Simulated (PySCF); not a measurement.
# Polarisability and C₆ of N³⁺ (nitrogen, charge +3)

[He] 2s2, closed-shell 1S. All numbers are calculated (PySCF 2.14, scalar relativity by spin-free X2C-1e, in aug-cc-pCVQZ-DK). Coupled (time-dependent) response in atomic units; α is the mean over directions.

| method | mean α (bohr³) | C₆ (like pair) | S(−4) |
| --- | --- | --- | --- |
| UHF | 2.231 | 2.251 | 7.050 |
| PBE | 2.090 | 2.063 | 6.097 |
| PBE0 | 2.120 | 2.103 | 6.282 |
| wB97X | 2.215 | 2.264 | 6.728 |
| MN15 | 2.091 | 1.975 | 6.745 |

S(−4) is the Cauchy moment in α(ω) = α(0) + S(−4) ω² + …

α(iu) at UHF:

```json
{"u (hartree)": "0", "α(iu) (bohr³)": "2.231"}
{"u (hartree)": "0.0500", "α(iu) (bohr³)": "2.214"}
{"u (hartree)": "0.100", "α(iu) (bohr³)": "2.163"}
{"u (hartree)": "0.200", "α(iu) (bohr³)": "1.983"}
{"u (hartree)": "0.300", "α(iu) (bohr³)": "1.745"}
{"u (hartree)": "0.500", "α(iu) (bohr³)": "1.277"}
{"u (hartree)": "0.750", "α(iu) (bohr³)": "0.8632"}
{"u (hartree)": "1.00", "α(iu) (bohr³)": "0.6140"}
{"u (hartree)": "1.50", "α(iu) (bohr³)": "0.3609"}
{"u (hartree)": "2.00", "α(iu) (bohr³)": "0.2425"}
{"u (hartree)": "3.00", "α(iu) (bohr³)": "0.1349"}
{"u (hartree)": "5.00", "α(iu) (bohr³)": "0.06183"}
```

A single London oscillator, α(iu) = α/(1 + u²/ω²), gives C₆ = (3/4) ω α². Matching the computed C₆ needs ω = 4 × 2.251 / (3 × 2.231²) = 0.603 hartree.

For an ion, C₆ is the dispersion term alone; charge-induced terms of lower order in 1/R come first.
